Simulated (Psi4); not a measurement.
sodium chloride (ClNa), singlet, at a GFN2-xTB geometry (such geometries of metal compounds can be far from the true shape); B3LYP/def2-SVP (Psi4).

Psi4 was given this input:
```
memory 2 GB

molecule mol {
0 1
Na   -0.000000   -0.000000   -1.363281
Cl    0.000000    0.000000    0.882123
}

set {
  basis def2-svp
  reference rks
  scf_type pk
  puream true
  d_convergence 1e-8
  dft_radial_points 99
  dft_spherical_points 590
}

energy('b3lyp')
print_variables()
```

Output, abridged:

```
   => Loading Basis Set <=

    Name: DEF2-SVP
    Role: ORBITAL
    Keyword: BASIS

         ---------------------------------------------------------
                                   SCF
               by Justin Turney, Rob Parrish, Andy Simmonett
                          and Daniel G. A. Smith
                              RKS Reference
         ---------------------------------------------------------

  ==> Geometry <==

    Molecular point group: c2v
    Full point group: C_inf_v

    Geometry (in Angstrom), charge = 0, multiplicity = 1:

       Center              X                  Y                   Z               Mass
    ------------   -----------------  -----------------  -----------------  -----------------
         NA           0.000000000000     0.000000000000    -1.354745834646    22.989769282000
         CL           0.000000000000     0.000000000000     0.890658165354    34.968852682000

  Running in c2v symmetry.

  Rotational constants: A = ************  B =      0.24105  C =      0.24105 [cm^-1]
  Rotational constants: A = ************  B =   7226.53766  C =   7226.53766 [MHz]
  Nuclear repulsion =   44.070527350663845

  Charge       = 0
  Multiplicity = 1
  Electrons    = 28
  Nalpha       = 14
  Nbeta        = 14

  ==> Algorithm <==

  SCF Algorithm Type is PK.
  DIIS enabled.
  MOM disabled.
  Fractional occupation disabled.
  Guess Type is SAD.
  Energy threshold   = 1.00e-06
  Density threshold  = 1.00e-08
  Integral threshold = 1.00e-12

  ==> Primary Basis <==

  Basis Set: DEF2-SVP
    Blend: DEF2-SVP
    Number of shells: 15
    Number of basis functions: 33
    Number of Cartesian functions: 35
    Spherical Harmonics?: true
    Max angular momentum: 2

  ==> DFT Potential <==

   => LibXC <=

    Version 7.1.2
    S. Lehtola, C. Steigemann, M. J. T. Oliveira, and M. A. L. Marques,  SoftwareX 7, 1–5 (2018) (10.1016/j.softx.2017.11.002)

   => Composite Functional: B3LYP <=

    B3LYP Hyb-GGA Exchange-Correlation Functional

    P. J. Stephens, F. J. Devlin, C. F. Chabalowski, and M. J. Frisch,  J. Phys. Chem. 98, 11623 (1994) (10.1021/j100096a001)

    Deriv               =              1
    GGA                 =           TRUE
    Meta                =          FALSE

    Exchange Hybrid     =           TRUE
    MP2 Hybrid          =          FALSE

   => Exchange Functionals <=

    0.0800   Slater exchange
    0.7200         Becke 88

   => Exact (HF) Exchange <=

    0.2000               HF

   => Correlation Functionals <=

    0.1900   Vosko, Wilk & Nusair (VWN5_RPA)
    0.8100   Lee, Yang & Parr

   => LibXC Density Thresholds  <==

    XC_HYB_GGA_XC_B3LYP:  1.00E-15

   => Molecular Quadrature <=

    Radial Scheme          =       TREUTLER
    Pruning Scheme         =           NONE
    Nuclear Scheme         =       TREUTLER

    Blocking Scheme        =         OCTREE
    BS radius alpha        =              1
    Pruning alpha          =              1
    Radial Points          =             99
    Spherical Points       =            590
    Total Points           =         110293
    Total Blocks           =            979
    Max Points             =            256
    Max Functions          =             32
    Weights Tolerance      =       1.00E-15

  ==> Integral Setup <==

  Using in-core PK algorithm.
   Calculation information:
      Number of atoms:                   2
      Number of AO shells:              15
      Number of primitives:             35
      Number of atomic orbitals:        35
      Number of basis functions:        33

      Integral cutoff                 1.00e-12
      Number of threads:                 1

  Performing in-core PK
  Using 315282 doubles for integral storage.
  We computed 6903 shell quartets total.
  Whereas there are 7260 unique shell quartets.

  ==> DiskJK: Disk-Based J/K Matrices <==

    J tasked:                  Yes
    K tasked:                  Yes
    wK tasked:                  No
    Schwarz Cutoff:          1E-12

  Minimum eigenvalue in the overlap matrix is 3.4925763065E-02.
  Reciprocal condition number of the overlap matrix is 1.1767436433E-02.
    Using symmetric orthogonalization.

  ==> Pre-Iterations <==

  SCF Guess: Superposition of Atomic Densities via on-the-fly atomic UHF (no occupation information).

   -------------------------
    Irrep   Nso     Nmo
   -------------------------
     A1        17      17
     A2         2       2
     B1         7       7
     B2         7       7
   -------------------------
    Total      33      33
   -------------------------

  ==> Iterations <==

                        Total Energy        Delta E     RMS |[F,P]|

   @RKS iter SAD:  -622.09960664363348   -6.22100e+02   0.00000e+00
   @RKS iter   1:  -622.30504062758177   -2.05434e-01   1.76159e-02 DIIS/ADIIS
   @RKS iter   2:  -622.16755319907304    1.37487e-01   2.82132e-02 DIIS/ADIIS
   @RKS iter   3:  -622.38001500327186   -2.12462e-01   1.33982e-03 DIIS/ADIIS
   @RKS iter   4:  -622.38047182052128   -4.56817e-04   6.14343e-04 DIIS/ADIIS
   @RKS iter   5:  -622.38055171359292   -7.98931e-05   1.34355e-04 DIIS/ADIIS
   @RKS iter   6:  -622.38055600559596   -4.29200e-06   9.69398e-06 DIIS
   @RKS iter   7:  -622.38055602712086   -2.15249e-08   2.74799e-07 DIIS
   @RKS iter   8:  -622.38055602715133   -3.04681e-11   1.49337e-08 DIIS
   @RKS iter   9:  -622.38055602715178   -4.54747e-13   2.23534e-09 DIIS
  Energy and wave function converged.

  ==> Post-Iterations <==

   Electrons on quadrature grid:
      Ntotal   =   28.0000000391 ; deviation = 3.912e-08

    Orbital Energies [Eh]
    ---------------------

    Doubly Occupied:

[...]
    Virtual:

[...]
       7B2     1.065656

    Final Occupation by Irrep:
             A1    A2    B1    B2
    DOCC [     8,    0,    3,    3 ]
    NA   [     8,    0,    3,    3 ]
    NB   [     8,    0,    3,    3 ]

  @RKS Final Energy:  -622.38055602715178

   => Energetics <=

    Nuclear Repulsion Energy =             44.0705273506638449
    One-Electron Energy =                -953.1872781221096602
    Two-Electron Energy =                 321.2300244606443584
    DFT Exchange-Correlation Energy =     -34.4938297163503833
    Empirical Dispersion Energy =           0.0000000000000000
    VV10 Nonlocal Energy =                  0.0000000000000000
    Total Energy =                       -622.3805560271518971

Computation Completed

Properties will be evaluated at   0.000000,   0.000000,   0.000000 [a0]

Properties computed using the SCF density matrix

 Multipole Moments:

 ------------------------------------------------------------------------------------
     Multipole            Electronic (a.u.)      Nuclear  (a.u.)        Total (a.u.)
 ------------------------------------------------------------------------------------

 L = 1.  Multiply by 2.5417464519 to convert [e a0] to [Debye]
 Dipole X            :          0.0000000            0.0000000            0.0000000
 Dipole Y            :          0.0000000            0.0000000            0.0000000
 Dipole Z            :         -3.4505260            0.4516155           -2.9989105
 Magnitude           :                                                    2.9989105

 ------------------------------------------------------------------------------------

  Variable Map:
  ----------------------------------------------------------------------------
[...]
  Array Variable Map:
  ----------------------------------------------------------------------------
[...]
[...]
```
